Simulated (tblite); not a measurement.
Species: C7H10SSi.
Structure used (GFN2-xTB), in Å, numbered top down from 1:
```
atom  x, y, z in Å
C1     2.8881    1.6562    0.0134
C2     2.8489    0.4640   -0.0918
C3     2.7407   -0.9608   -0.2413
S4     1.1459   -1.4574   -1.0208
Si5   -0.2323   -0.7768    0.4832
C6    -0.6233    1.0877    0.5038
C7    -2.1083    1.1295    0.2923
C8    -2.7609    0.0031    0.0673
C9    -2.0035   -1.2888    0.0275
H10    2.9546    2.6982    0.1127
H11    3.5140   -1.3382   -0.9111
H12    2.8090   -1.4629    0.7246
H13    0.2450   -1.2915    1.7714
H14   -0.3614    1.5754    1.4435
H15   -0.1175    1.6479   -0.2851
H16   -2.6017    2.0903    0.3225
H17   -3.8278   -0.0250   -0.1011
H18   -2.0824   -1.7390   -0.9633
H19   -2.4369   -2.0027    0.7275
```

Computed with GFN2-xTB (tblite): harmonic, unscaled wavenumbers at the GFN2-xTB geometry, gas phase. Errors from tens to a few hundred cm⁻¹ against measured bands are possible. Modes of hydrogen on silicon can be 10 to 20 % off. One conformer, not necessarily the lowest.

Harmonic wavenumbers (cm⁻¹): 25.7, 53.4, 55.5, 110.7, 130.6, 182.6, 194.3, 289.0, 349.7, 384.4, 424.2, 522.6, 577.5, 631.7, 636.3, 640.6, 650.8, 688.8, 718.4, 753.4, 759.4, 818.7, 831.2, 864.3, 901.4, 980.7, 1006.1, 1020.6, 1082.1, 1104.6, 1114.2, 1135.1, 1200.8, 1230.3, 1246.4, 1315.5, 1407.6, 1454.6, 1458.0, 1719.3, 2220.2, 2283.7, 2957.8, 2960.2, 2964.9, 2982.4, 2983.2, 2991.2, 3061.9, 3078.1, 3398.2.

A = 2077, B = 816.8, C = 632.2 MHz; mass 154.027 u (most abundant isotopes); point group C1, symmetry number 1.

Task: Zero-point energy?

Result: ½Σν̃ = 31276 cm⁻¹ = 374.15 kJ/mol.

Task: Give the ideal-gas entropy at 298.15 K and 1 bar in the rigid-rotor, harmonic-oscillator model (classical rotation).

Result: Translation 171.68, rotation 125.87, vibration 149.71: S = 447.3 J/(mol K).

Task: And Cp and H(298.15 K) − H(0)?

Result: Cp = 177.14 J/(mol K), of which vibrations give 143.88 (their classical limit is 51 R = 424.0); H(298.15 K) − H(0) = 31.92 kJ/mol without the zero-point energy, 22.01 from vibrations.

Task: Blend soft modes into free rotors: weight 1/[1 + (100 cm⁻¹/ν̃)⁴] for the oscillator and the rest for a rotor with moment μB/(μ + B), μ = h/(8π²ν), B = 10⁻⁴⁴ kg m². What vibrational entropy results?

Result: 131.35 J/(mol K) in place of 149.71, which changes −T·S at 298.15 K by +5.48 kJ/mol.

Task: How do the functions run with temperature in this model?

Result: 
| T (K) | S (J/(mol K)) | Cp (J/(mol K)) | H − H(0) (kJ/mol) | G − H(0) (kJ/mol) | ln q(vib) |
| --- | --- | --- | --- | --- | --- |
| 150 | 352.9 | 106.5 | 10.97 | -41.96 | 4.61 |
| 250 | 418.1 | 154.0 | 23.95 | -80.59 | 7.69 |
| 400 | 505.6 | 220.8 | 52.26 | -149.99 | 12.14 |
| 600 | 607.7 | 282.5 | 103.05 | -261.60 | 17.85 |
| 900 | 734.0 | 339.2 | 197.03 | -463.56 | 25.74 |

q(vib) and H(0) count from the zero-point level.

Task: What must be added to the electronic energy to get the Gibbs energy at 298.15 K and 1 bar?

Result: ZPE + [H(298.15 K) − H(0)] − T·S = 374.15 + 31.92 − 133.35 = 272.72 kJ/mol.

Task: Which modes carry the vibrational entropy at 298.15 K?

Result: 25.7 cm⁻¹: 25.67; 53.4 cm⁻¹: 19.61; 55.5 cm⁻¹: 19.29; 110.7 cm⁻¹: 13.63; 130.6 cm⁻¹: 12.29; 182.6 cm⁻¹: 9.63 J/(mol K); the other 45 give 49.59 together.

Hindered rotation and anharmonicity are outside this model. Other conformers, if any are populated, would add a mixing term that is left out. The structure is chiral; the term R ln 2 for an equal mix with its mirror image is left out.
